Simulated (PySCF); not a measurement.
AgF, charge -1, doublet, geometry from GFN2-xTB (such geometries of metal compounds can be far from the true shape) (the multiplicity is a formal guess) (core potentials on Ag). Base run: MN15/def2-SV(P) (PySCF).

PySCF was given this input:
```python
from pyscf import gto, scf, dft

mol = gto.M(
    atom='''
Ag   -0.000000   -0.000000   -0.381617
F     0.000000    0.000000    1.992890
''',
    basis='def2-sv(p)',
    ecp={'Ag': 'def2-sv(p)'},
    charge=-1,
    spin=1,
    verbose=4,
)

mf = dft.UKS(mol)
mf.xc = 'mn15'
mf.kernel()
```

The base run was repeated with changes; each row names its change, and settings that it needs were set with it.

```csv
change,ΔE vs base (µEh),grid points,electrons on the grid,outcome
base,0.0,36704,28.99999,converged
"grids.atom_grid = (30, 110)",-2783,4912,29.00225,converged
grids.prune = dft.gen_grid.sg1_prune,-,-,-,input refused
grids.level = 2,14.8,26048,29.00006,converged
grids.prune = off,0.2,63880,28.99999,converged
"grids.atom_grid = (99, 590)",5.5,61408,29.00000,converged
grids.becke_scheme = stratmann,-3.7,36704,29.00000,converged
"grids.atom_grid = (150, 974)",4.0,153120,29.00000,converged
grids.level = 7,4.2,182552,29.00000,converged
small_rho_cutoff = 0,0.0,36704,28.99999,converged
grids.radi_method = gauss_chebyshev,-0.5,34552,28.99999,converged
```

Open shells are given as the SCF converged; they aren't shown to be the lowest states, and a large step between rows can be another state.

- grids.prune = dft.gen_grid.sg1_prune: ended with `IndexError: index 47 is out of bounds for axis 0 with size 19`
